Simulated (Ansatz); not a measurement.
The cluster As₅P₄⁻ (the lowest singlet isomer of a short search). The state is a singlet with charge -1. Geometry PBE-D4/def2-SVP, basis def2-TZVPD, Ansatz.

```tsv
atom	x (Å)	y (Å)	z (Å)
P1	-1.009	1.670	1.517
P2	-2.198	-0.091	0.797
P3	1.128	1.338	0.776
P4	-1.856	1.613	-0.602
As5	0.383	1.302	-1.458
As6	-0.579	-1.820	0.280
As7	2.360	-1.896	-0.749
As8	1.460	-0.960	1.341
As9	0.312	-1.157	-1.903
```

| run | HOMO (eV) | LUMO (eV) |
| --- | --- | --- |
| A | -1.18 | 1.00 |
| B | -0.90 | 0.76 |
| C | -1.51 | 1.36 |
| D | -1.29 | 1.26 |
| E | -0.74 | 0.71 |

B3LYP takes the VWN-RPA correlation. The structure comes from a short search, and lower isomers may exist.

The runs used B3LYP, PBE, PBE0, r2SCAN, r2SCANh. Estimate which is which.

A r2SCANh (10 % exact exchange); B r2SCAN (0 % exact exchange); C PBE0 (25 % exact exchange); D B3LYP (20 % exact exchange); E PBE (0 % exact exchange). Exact exchange lowers occupied and raises empty levels; among semilocal functionals meta-GGAs tend to open the gap a little, and such runs are hard to tell apart. The gap grows from 1.45 eV (PBE) to 2.87 eV (PBE0).
